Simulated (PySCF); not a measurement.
AlGeH3NO, Ge2H3NO (calculated)

Computed with PySCF 2.14.0. Calculation on a computer-drawn molecule: optimised geometry and harmonic frequencies of an isolated molecule of the commonest isotopes, restricted reference for singlets and unrestricted otherwise, frozen core in MP2; on germanium a core potential holds 10 electrons, which the energies leave out, and 3d is frozen in MP2 and coupled-cluster steps.

Common to all runs: multiplicity 1; basis and core potential on germanium cc-pVDZ-PP ECP10MDF.

```json
{"entry": 1, "formula": "AlGeH3NO", "start_structure": {"atoms_angstrom": [["N", 1.251, -0.1947, 3.3083], ["Ge", -0.0584, 0.2997, 2.3879], ["O", -0.178, 0.2956, 0.4056], ["Al", -0.2198, 0.2691, -1.2142], ["H", 2.2753, -0.4325, 2.9379], ["H", -1.4632, 0.7398, 2.6577], ["H", -0.3051, 0.2742, -2.6786]]}, "given": {"charge": 1, "method": "HF", "basis": "cc-pV(D+d)Z", "drawn_bonds_atom": [1, 2, 3, 1, 2, 4], "drawn_bonds_other_atom": [2, 3, 4, 5, 6, 7], "drawn_bonds_order": [2, 1, 1, 1, 1, 1]}, "results": {"optimised_atom_element": ["N", "Ge", "O", "Al", "H", "H", "H"], "optimised_atom_x [angstrom]": [1.269, -0.08694, -0.2093, -0.1731, 2.094, -1.445, -0.1473], "optimised_atom_y [angstrom]": [-0.1412, 0.2859, 0.2978, 0.262, -0.4174, 0.7337, 0.2304], "optimised_atom_z [angstrom]": [3.192, 2.348, 0.5115, -1.096, 2.683, 2.796, -2.632], "modes_frequency [cm^-1]": [97.49, 137.7, 259.7, 368.1, 399.6, 440.1, 442.8, 720.1, 758.9, 860.5, 1043, 1151, 2179, 2391, 3781], "modes_reduced_mass [dalton]": [4.916, 4.026, 4.907, 1.398, 15.42, 1.254, 1.259, 1.05, 1.113, 1.444, 3.451, 10.59, 1.053, 1.022, 1.078], "rotational_constants [GHz]": [18.25, 1.593, 1.465], "total_energy [hartree]": -666.0949, "convergence_status_largest_gradient_component [hartree/bohr]": 1.928e-05}}
{"entry": 2, "formula": "AlGeH3NO", "start_structure": {"atoms_angstrom": [["N", 1.2687, -0.1412, 3.1922], ["Ge", -0.0869, 0.2859, 2.3484], ["O", -0.2093, 0.2978, 0.5115], ["Al", -0.1731, 0.262, -1.0957], ["H", 2.0943, -0.4174, 2.6835], ["H", -1.4446, 0.7337, 2.7965], ["H", -0.1473, 0.2304, -2.6318]]}, "given": {"charge": 1, "method": "MP2", "basis": "cc-pV(D+d)Z", "drawn_bonds_atom": [1, 2, 3, 1, 2, 4], "drawn_bonds_other_atom": [2, 3, 4, 5, 6, 7], "drawn_bonds_order": [2, 1, 1, 1, 1, 1]}, "results": {"optimised_atom_element": ["N", "Ge", "O", "Al", "H", "H", "H"], "optimised_atom_x [angstrom]": [1.279, -0.06135, -0.1834, -0.2017, 2.127, -1.438, -0.2206], "optimised_atom_y [angstrom]": [-0.143, 0.2778, 0.2888, 0.27, -0.4263, 0.7311, 0.2529], "optimised_atom_z [angstrom]": [3.31, 2.353, 0.4566, -1.174, 2.793, 2.781, -2.716], "modes_frequency [cm^-1]": [77.13, 99.36, 210.7, 319.9, 354.9, 401.5, 402.5, 685.9, 694.3, 811.1, 945.6, 1083, 2124, 2303, 3501], "modes_reduced_mass [dalton]": [5.376, 4.878, 5.852, 1.416, 18.85, 1.179, 1.188, 1.057, 1.074, 1.639, 2.786, 11.53, 1.052, 1.022, 1.077], "rotational_constants [GHz]": [19.26, 1.49, 1.383], "total_energy [hartree]": -666.5957, "convergence_status_largest_gradient_component [hartree/bohr]": 2.06e-05}}
{"entry": 3, "formula": "Ge2H3NO", "start_structure": {"atoms_angstrom": [["N", 0.5997, 3.2534, -1.4174], ["Ge", -0.1741, 1.8088, -1.3918], ["O", -0.1249, 0.4521, -0.1472], ["Ge", 0.3702, -0.8592, 0.9274], ["H", 1.3015, 3.5085, -0.7306], ["H", -1.2804, 1.2807, -2.2877], ["H", 1.66, -1.4288, 0.0857]]}, "given": {"charge": 0, "method": "HF", "basis": "cc-pVDZ", "drawn_bonds_atom": [1, 2, 3, 1, 2, 4], "drawn_bonds_other_atom": [2, 3, 4, 5, 6, 7], "drawn_bonds_order": [2, 1, 1, 1, 1, 1]}, "results": {"optimised_atom_element": ["N", "Ge", "O", "Ge", "H", "H", "H"], "optimised_atom_x [angstrom]": [0.8577, -0.3758, -0.4629, 0.5322, 1.676, -1.688, 1.812], "optimised_atom_y [angstrom]": [2.814, 1.682, 0.1036, -0.9845, 2.54, 1.888, -0.02739], "optimised_atom_z [angstrom]": [-1.319, -1.318, -0.5493, 0.4744, -0.7948, -2.038, 0.5834], "modes_frequency [cm^-1]": [62.83, 97.35, 180.8, 257.4, 425.1, 456.6, 742.3, 780.0, 860.9, 906.7, 945.5, 1017, 1932, 2334, 3743], "modes_reduced_mass [dalton]": [1.943, 7.539, 1.543, 6.679, 1.453, 9.782, 1.051, 1.229, 1.15, 3.066, 3.025, 1.895, 1.022, 1.021, 1.076], "rotational_constants [GHz]": [11.48, 1.03, 0.9449], "total_energy [hartree]": -717.7739, "convergence_status_largest_gradient_component [hartree/bohr]": 9.726e-06}}
{"entry": 4, "formula": "Ge2H3NO", "start_structure": {"atoms_angstrom": [["N", 0.8577, 2.8142, -1.3194], ["Ge", -0.3758, 1.6818, -1.3175], ["O", -0.4629, 0.1036, -0.5493], ["Ge", 0.5322, -0.9845, 0.4744], ["H", 1.6763, 2.5399, -0.7948], ["H", -1.6875, 1.888, -2.0384], ["H", 1.8121, -0.0274, 0.5834]]}, "given": {"charge": 0, "method": "MP2", "basis": "cc-pVDZ", "drawn_bonds_atom": [1, 2, 3, 1, 2, 4], "drawn_bonds_other_atom": [2, 3, 4, 5, 6, 7], "drawn_bonds_order": [2, 1, 1, 1, 1, 1]}, "results": {"optimised_atom_element": ["N", "Ge", "O", "Ge", "H", "H", "H"], "optimised_atom_x [angstrom]": [0.9073, -0.3764, -0.584, 0.5953, 1.7, -1.672, 1.781], "optimised_atom_y [angstrom]": [2.792, 1.646, 0.001916, -0.937, 2.429, 1.925, 0.1591], "optimised_atom_z [angstrom]": [-1.285, -1.299, -0.5542, 0.4795, -0.7269, -2.05, 0.4738], "modes_frequency [cm^-1]": [75.66, 109.3, 222.1, 232.3, 368.3, 469.9, 715.4, 721.6, 807.1, 812.4, 868.2, 944.9, 1865, 2250, 3461], "modes_reduced_mass [dalton]": [3.006, 7.927, 7.182, 1.182, 1.414, 9.17, 1.301, 1.057, 1.565, 1.939, 4.186, 1.398, 1.022, 1.021, 1.075], "rotational_constants [GHz]": [9.952, 1.07, 0.9659], "total_energy [hartree]": -718.3086, "convergence_status_largest_gradient_component [hartree/bohr]": 1.206e-05}}
```
